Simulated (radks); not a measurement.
The numbers below are computed, except where a source is named.
Species: Er LII. Configuration: [Ne] 3s2 3p4 6f1 (not the ground configuration). Code: a radial shooting solver on a logarithmic mesh with Libxc functionals. Model: scalar-relativistic Kohn-Sham, r2SCAN, spin-polarised, spherical densities, finite nucleus; open shells are filled with parallel spins first (spin-orbit coupling, left out, can overturn this in heavy ions); meta-GGA in the generalised Kohn-Sham scheme; Fermi nuclear charge, rms radius 5.2516 fm.

Radial electron density D(r) = 4 pi r^2 rho(r):

r (bohr),D(r) (e/bohr),spin D(r)
0.002384,19.92,0.00241
0.002709,23.80,0.00363
0.003104,28.55,0.00565
0.003528,33.64,0.00857
0.004042,39.70,0.0134
0.004593,45.98,0.0203
0.005221,52.70,0.0307
0.005981,60.16,0.0476
0.006798,67.24,0.0717
0.007726,74.05,0.107
0.008852,80.58,0.163
0.01006,85.64,0.241
0.01143,89.25,0.351
0.0131,91.15,0.518
0.01489,90.97,0.734
0.01692,89.05,1.02
0.01939,85.66,1.43
0.02204,82.12,1.90
0.02504,79.41,2.46
0.02869,78.80,3.13
0.03261,81.33,3.75
0.03706,87.10,4.27
0.04246,95.82,4.58
0.04826,104.3,4.50
0.05529,110.5,3.90
0.06284,110.5,2.87
0.07142,103.3,1.59
0.08183,88.36,0.407
0.093,70.53,0.0314
0.1057,53.76,0.898
0.1211,41.78,3.39
0.1376,37.73,6.79
0.1564,38.80,10.3
0.1792,40.66,12.6
0.2037,38.78,12.7
0.2315,32.03,10.6
0.2652,21.58,7.18
0.3015,12.13,3.98
0.3426,5.549,1.81
0.3925,2.185,0.926
0.4461,1.261,0.916
0.5071,0.9649,0.894
0.5809,0.4279,0.419
0.6603,0.008897,0.00798
0.7564,0.3836,0.384
0.8597,1.302,1.30
0.9771,1.795,1.79
1.119,1.377,1.38
1.272,0.6613,0.661
1.446,0.1997,0.200
1.657,0.03291,0.0329
1.883,0.003514,0.00351
2.14,0.0002111,0.000211

D(r) has 4 maxima, at r = 0.0137, 0.0589, 0.182, 0.977 bohr, and minima at 0.0276, 0.141, 0.671 bohr, inside which lie 1.97, 10.51, 16.23 electrons.
